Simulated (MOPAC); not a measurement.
Input file for MOPAC: AM1 on BrFHIn (SMILES [F][InH][Br]), a point of a bond scan (R = 2.151 Å).

```
AM1 1SCF PRECISE CHARGE=0 THREADS=1
BrFHIn

In    -0.57248562 1     0.30095081 1    -0.56327296 1
H     -1.87410848 1    -0.22606744 1    -1.51617296 1
F      0.03961399 1     2.36279917 1    -0.60604572 1
Br     0.85914820 1    -0.97424994 1     0.98674182 1
```

Program output:

```
*******************************************************************************
 **                                                                           **
 **                              MOPAC v23.2.5                                **
 **                                                                           **
 *******************************************************************************
 ** MOPAC's Digital Object Identifier: https://doi.org/10.5281/zenodo.6511958 **
 **                                                                           **
 ** Please cite the open-source release paper for use of this MOPAC version:  **
 ** J. E. Moussa and J. J. P. Stewart (2026)                                  **
 ** MOPAC: An open-source semiempirical molecular orbital program             **
 ** J. Open Source Softw., 11(119), 8025, https://doi.org/10.21105/joss.08025 **
 *******************************************************************************

                              AM1 CALCULATION RESULTS

 *******************************************************************************
 *  AM1        - The AM1 Hamiltonian to be used
 *
 *
 *
 *                 CHARGE ON SYSTEM = 0
 *
 *
 *
 *  PRECISE    - TIGHTER CRITERIA TO BE USED
 *  1SCF       - DO 1 SCF AND THEN STOP
 *  THREADS=1  - MULTI-THREADING NOT USED
 *  T=         - A TIME OF 172800.0 SECONDS REQUESTED
 *  DUMP=N     - RESTART FILE WRITTEN EVERY 7200.0 SECONDS REQUESTED
 *******************************************************************************
AM1 1SCF PRECISE CHARGE=0 THREADS=1
 BrFHIn

   ATOM   CHEMICAL          X               Y               Z
  NUMBER   SYMBOL      (ANGSTROMS)     (ANGSTROMS)     (ANGSTROMS)

     1      In         -0.57248562  *   0.30095081  *  -0.56327296  *
     2       H         -1.87410848  *  -0.22606744  *  -1.51617296  *
     3       F          0.03961399  *   2.36279917  *  -0.60604572  *
     4      Br          0.85914820  *  -0.97424994  *   0.98674182  *



          CARTESIAN COORDINATES

    NO.       ATOM           X           Y           Z

     1        In         -0.5725      0.3010     -0.5633
     2         H         -1.8741     -0.2261     -1.5162
     3         F          0.0396      2.3628     -0.6060
     4        Br          0.8591     -0.9742      0.9867

  H: (AM1): M.J.S. DEWAR ET AL, J. AM. CHEM. SOC. 107 3902-3909 (1985)
  F: (AM1): M.J.S. DEWAR AND E. G. ZOEBISCH, THEOCHEM, 180, 1 (1988).
 Br: (AM1): M.J.S. DEWAR AND E. G. ZOEBISCH, THEOCHEM, 180, 1 (1988).
 In: (AM1): J. J. P. STEWART, J. MOL. MOD., 10, 155-164 (2004)

           Empirical Formula: H In F Br  =     4 atoms



      MOLECULAR POINT GROUP   :   Cs


      RHF CALCULATION, NO. OF DOUBLY OCCUPIED LEVELS = 9


 -------------------------------------------------------------------------------
 AM1 1SCF PRECISE CHARGE=0 THREADS=1
 BrFHIn



     1SCF WAS SPECIFIED, SO BFGS WAS NOT USED
     SCF FIELD WAS ACHIEVED


                              AM1 CALCULATION
                                                       MOPAC v23.2.5 Linux




          FINAL HEAT OF FORMATION =        -38.82853 KCAL/MOL =    -162.45857 KJ/MOL


          COSMO AREA              =        111.36 SQUARE ANGSTROMS
          COSMO VOLUME            =         95.84 CUBIC ANGSTROMS

          IONIZATION POTENTIAL    =         11.268473 EV
          HOMO LUMO ENERGIES (EV) =        -11.268 -1.955
          NO. OF FILLED LEVELS    =          9
          MOLECULAR WEIGHT        =        214.7303         POINT GROUP:  Cs

          MOLECULAR DIMENSIONS (Angstroms)

            Atom       Atom       Distance
           Br     4    F     3     3.78741
            F     3    H     2     2.99835
            H     2   In     1     0.00000


          SCF CALCULATIONS        =          1





   ATOM   CHEMICAL          X               Y               Z
  NUMBER   SYMBOL      (ANGSTROMS)     (ANGSTROMS)     (ANGSTROMS)

     1      In         -0.57248562  *   0.30095081  *  -0.56327296  *
     2       H         -1.87410848  *  -0.22606744  *  -1.51617296  *
     3       F          0.03961399  *   2.36279917  *  -0.60604572  *
     4      Br          0.85914820  *  -0.97424994  *   0.98674182  *

                             CARTESIAN COORDINATES

   1   In       -0.572485620     0.300950810    -0.563272960
   2    H       -1.874108480    -0.226067440    -1.516172960
   3    F        0.039613990     2.362799170    -0.606045720
   4   Br        0.859148200    -0.974249940     0.986741820


           Empirical Formula: H In F Br  =     4 atoms



      MOLECULAR POINT GROUP   :   Cs


                  EIGENVALUES
 -44.29524 -31.41522 -17.33600 -13.25679 -12.62580 -12.55438 -11.70837 -11.54831
 -11.26847  -1.95532  -1.90444  -0.01706   0.96023


              NET ATOMIC CHARGES AND DIPOLE CONTRIBUTIONS

  ATOM NO.   TYPE          CHARGE      No. of ELECS.   s-Pop       p-Pop
    1         In           0.406554        2.5934     1.27491     1.31853
    2          H           0.114197        0.8858     0.88580
    3          F          -0.399833        7.3998     1.92041     5.47942
    4         Br          -0.120918        7.1209     1.95080     5.17011
 DIPOLE           X         Y         Z       TOTAL
 POINT-CHG.    -2.721    -3.508    -1.341     4.638
 HYBRID         0.526     1.380     0.069     1.478
 SUM           -2.195    -2.129    -1.271     3.311


          ATOMIC ORBITAL ELECTRON POPULATIONS

     Atom    s        px        py        pz
    1 In   1.27491   0.48690   0.42776   0.40388
    2  H   0.88580
    3  F   1.92041   1.91419   1.63737   1.92786
    4 Br   1.95080   1.72809   1.77077   1.67126

 **********************
 *                    *
 * JOB ENDED NORMALLY *
 *                    *
 **********************




 == MOPAC DONE ==
```

The run finished.

Cost: about 0.020 core-seconds (a rough figure).
